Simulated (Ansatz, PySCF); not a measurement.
BBr3, SMILES BrB(Br)Br.

Geometry: r2SCAN-D4/def2-SVP. The isomer is the one that the SMILES or the coordinates give; other isomers of the formula were not compared.

Vertical ionisation energy (IE) and electron affinity (EA) in eV. Rows of orbital energies are one-electron estimates. Where ΔSCF, EOM or ADC give a negative EA the extra electron is unbound and the value depends on the basis.

| level | IE | EA |
|---|---|---|
| −ε(HOMO), −ε(LUMO), r2SCAN/def2-TZVP (PySCF) | 7.36 | 2.74 |
| −ε(HOMO), −ε(LUMO), PBE/def2-TZVP (PySCF) | 7.02 | 2.95 |
| ΔSCF, PBE0/def2-SVPD (Ansatz), final states of multiplicity 2 and 2 | 10.35 | 0.59 |
| ΔSCF, PBE/def2-SVPD (Ansatz), final states of multiplicity 2 and 2 | 9.86 | 0.49 |

### Question
What vertical singlet–triplet gap does ΔSCF give with PBE0/def2-SVPD (Ansatz, a first-principles code) and with PBE/def2-SVPD (Ansatz)? (Estimate from the structure and the level; the computed values follow.)

### Answer
4.40 and 4.06 eV (triplet above singlet where positive).
